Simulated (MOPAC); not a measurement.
A run for MOPAC: PM7 on dimethyl selenide (SMILES C[Se]C), a point of a bond scan (R = 1.197 Å).

```
PM7 1SCF PRECISE CHARGE=0 THREADS=1
C2H6Se

C      1.44143353 1    -0.25391618 1     0.82995547 1
Se     0.01351776 1     0.12218640 1    -0.46064119 1
C     -1.48827853 1    -0.16951364 1     0.76636954 1
H      1.34741806 1    -1.37665955 1     1.23360513 1
H      2.38542165 1    -0.13533401 1     0.30226081 1
H      1.39575228 1     0.45247820 1     1.65618763 1
H     -1.47767316 1    -1.19295724 1     1.13540895 1
H     -2.40011371 1     0.00253324 1     0.19839643 1
H     -1.43788580 1     0.53411293 1     1.59468687 1
```

Program output:

```
*******************************************************************************
 **                                                                           **
 **                              MOPAC v23.2.5                                **
 **                                                                           **
 *******************************************************************************
 ** MOPAC's Digital Object Identifier: https://doi.org/10.5281/zenodo.6511958 **
 **                                                                           **
 ** Please cite the open-source release paper for use of this MOPAC version:  **
 ** J. E. Moussa and J. J. P. Stewart (2026)                                  **
 ** MOPAC: An open-source semiempirical molecular orbital program             **
 ** J. Open Source Softw., 11(119), 8025, https://doi.org/10.21105/joss.08025 **
 *******************************************************************************

                              PM7 CALCULATION RESULTS

 *******************************************************************************
 *  PM7        - The PM7 Hamiltonian to be used
 *
 *
 *
 *                 CHARGE ON SYSTEM = 0
 *
 *
 *
 *  PRECISE    - TIGHTER CRITERIA TO BE USED
 *  1SCF       - DO 1 SCF AND THEN STOP
 *  THREADS=1  - MULTI-THREADING NOT USED
 *  T=         - A TIME OF 172800.0 SECONDS REQUESTED
 *  DUMP=N     - RESTART FILE WRITTEN EVERY 7200.0 SECONDS REQUESTED
 *******************************************************************************
PM7 1SCF PRECISE CHARGE=0 THREADS=1
 C2H6Se

   ATOM   CHEMICAL          X               Y               Z
  NUMBER   SYMBOL      (ANGSTROMS)     (ANGSTROMS)     (ANGSTROMS)

     1       C          1.44143353  *  -0.25391618  *   0.82995547  *
     2      Se          0.01351776  *   0.12218640  *  -0.46064119  *
     3       C         -1.48827853  *  -0.16951364  *   0.76636954  *
     4       H          1.34741806  *  -1.37665955  *   1.23360513  *
     5       H          2.38542165  *  -0.13533401  *   0.30226081  *
     6       H          1.39575228  *   0.45247820  *   1.65618763  *
     7       H         -1.47767316  *  -1.19295724  *   1.13540895  *
     8       H         -2.40011371  *   0.00253324  *   0.19839643  *
     9       H         -1.43788580  *   0.53411293  *   1.59468687  *



          CARTESIAN COORDINATES

    NO.       ATOM           X           Y           Z

     1         C          1.4414     -0.2539      0.8300
     2        Se          0.0135      0.1222     -0.4606
     3         C         -1.4883     -0.1695      0.7664
     4         H          1.3474     -1.3767      1.2336
     5         H          2.3854     -0.1353      0.3023
     6         H          1.3958      0.4525      1.6562
     7         H         -1.4777     -1.1930      1.1354
     8         H         -2.4001      0.0025      0.1984
     9         H         -1.4379      0.5341      1.5947

 General Reference for PM7:
 "Optimization of Parameters for Semiempirical Methods VI: More Modifications to the
 NDDO Approximations and Re-optimization of Parameters", J. J. P. Stewart, J. Mol. Mod., 1:32, 19 (2013)
 https://link.springer.com/article/10.1007/s00894-012-1667-x

           Empirical Formula: C2 H6 Se  =     9 atoms



      MOLECULAR POINT GROUP   :   C2v


      RHF CALCULATION, NO. OF DOUBLY OCCUPIED LEVELS = 10


 -------------------------------------------------------------------------------
 PM7 1SCF PRECISE CHARGE=0 THREADS=1
 C2H6Se



     1SCF WAS SPECIFIED, SO BFGS WAS NOT USED
     SCF FIELD WAS ACHIEVED


                              PM7 CALCULATION
                                                       MOPAC v23.2.5 Linux




          FINAL HEAT OF FORMATION =        -13.05318 KCAL/MOL =     -54.61452 KJ/MOL


          COSMO AREA              =        107.85 SQUARE ANGSTROMS
          COSMO VOLUME            =         93.94 CUBIC ANGSTROMS

          IONIZATION POTENTIAL    =          7.865807 EV
          HOMO LUMO ENERGIES (EV) =         -7.866  0.332
          NO. OF FILLED LEVELS    =         10
          MOLECULAR WEIGHT        =        109.0294         POINT GROUP:  C2v

          MOLECULAR DIMENSIONS (Angstroms)

            Atom       Atom       Distance
            H     8    H     5     4.78865
           Se     2    H     4     2.21358
            H     6   Se     2     1.65416


          SCF CALCULATIONS        =          1





   ATOM   CHEMICAL          X               Y               Z
  NUMBER   SYMBOL      (ANGSTROMS)     (ANGSTROMS)     (ANGSTROMS)

     1       C          1.44143353  *  -0.25391618  *   0.82995547  *
     2      Se          0.01351776  *   0.12218640  *  -0.46064119  *
     3       C         -1.48827853  *  -0.16951364  *   0.76636954  *
     4       H          1.34741806  *  -1.37665955  *   1.23360513  *
     5       H          2.38542165  *  -0.13533401  *   0.30226081  *
     6       H          1.39575228  *   0.45247820  *   1.65618763  *
     7       H         -1.47767316  *  -1.19295724  *   1.13540895  *
     8       H         -2.40011371  *   0.00253324  *   0.19839643  *
     9       H         -1.43788580  *   0.53411293  *   1.59468687  *

                             CARTESIAN COORDINATES

   1    C        1.441433530    -0.253916180     0.829955470
   2   Se        0.013517760     0.122186400    -0.460641190
   3    C       -1.488278530    -0.169513640     0.766369540
   4    H        1.347418060    -1.376659550     1.233605130
   5    H        2.385421650    -0.135334010     0.302260810
   6    H        1.395752280     0.452478200     1.656187630
   7    H       -1.477673160    -1.192957240     1.135408950
   8    H       -2.400113710     0.002533240     0.198396430
   9    H       -1.437885800     0.534112930     1.594686870


           Empirical Formula: C2 H6 Se  =     9 atoms



      MOLECULAR POINT GROUP   :   C2v


                  EIGENVALUES
 -25.83428 -23.73003 -20.79471 -14.59952 -14.45343 -14.02630 -13.70213 -11.06552
 -10.26868  -7.86581   0.33215   0.67408   5.01492   5.57548   5.61943   5.65262
   6.53625   6.73437


              NET ATOMIC CHARGES AND DIPOLE CONTRIBUTIONS

  ATOM NO.   TYPE          CHARGE      No. of ELECS.   s-Pop       p-Pop
    1          C          -0.570611        4.5706     1.08419     3.48642
    2         Se           0.169936        5.8301     1.94812     3.88194
    3          C          -0.574237        4.5742     1.06970     3.50454
    4          H           0.171539        0.8285     0.82846
    5          H           0.161141        0.8389     0.83886
    6          H           0.157475        0.8425     0.84252
    7          H           0.159785        0.8402     0.84021
    8          H           0.164454        0.8355     0.83555
    9          H           0.160516        0.8395     0.83948
 DIPOLE           X         Y         Z       TOTAL
 POINT-CHG.     0.039    -0.135    -0.004     0.141
 HYBRID        -0.033    -0.221     0.954     0.980
 SUM            0.006    -0.357     0.951     1.015


          ATOMIC ORBITAL ELECTRON POPULATIONS

     Atom    s        px        py        pz
    1  C   1.08419   1.14713   1.18464   1.15464
    2 Se   1.94812   0.89676   1.92895   1.05623
    3  C   1.06970   1.15090   1.19028   1.16335
    4  H   0.82846
    5  H   0.83886
    6  H   0.84252
    7  H   0.84021
    8  H   0.83555
    9  H   0.83948

 **********************
 *                    *
 * JOB ENDED NORMALLY *
 *                    *
 **********************




 == MOPAC DONE ==
```

The run finished.

Cost: about 0.03 core-seconds (a rough figure).
